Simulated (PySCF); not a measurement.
A structure optimised at r2SCAN-D4/def2-SVP, used in a PySCF frequency run:

```xyz
4

Sb     0.0000     0.0000     0.5821
Cl     1.7913    -1.0342    -0.5821
Cl    -1.7913    -1.0342    -0.5821
Cl     0.0000     2.0685    -0.5821
```

Task: Write its SMILES, formula and point group.

Result: [Cl][Sb]([Cl])[Cl], Cl3Sb, C3v

Task: What are its rotational constants (standard atomic weights)?

Result: 1.6600, 1.6600, 1.1107 GHz
